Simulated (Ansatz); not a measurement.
Question: Name a neutral molecule of Al, O, Si and H with HOMO energy (B3LYP/def2-TZVPP) between -7.10 and -6.80 eV and ideal-gas entropy at 298 K and 1 bar (rigid rotor, harmonic PBE0-D4/def2-TZVP) between 347 and 363 J/(mol·K) (Ansatz, PBE0-D4/def2-TZVP geometry).

Answer: `[OH][AlH][SiH2]O` (-6.94 eV, 357 J/(mol·K)); `O[SiH](O)[AlH2]` (-6.90 eV, 355 J/(mol·K)). Other molecules can fit too; these were computed, each in one conformer that needn't be the lowest.

B3LYP here is the variant with VWN-RPA as its local correlation; programs differ in this.
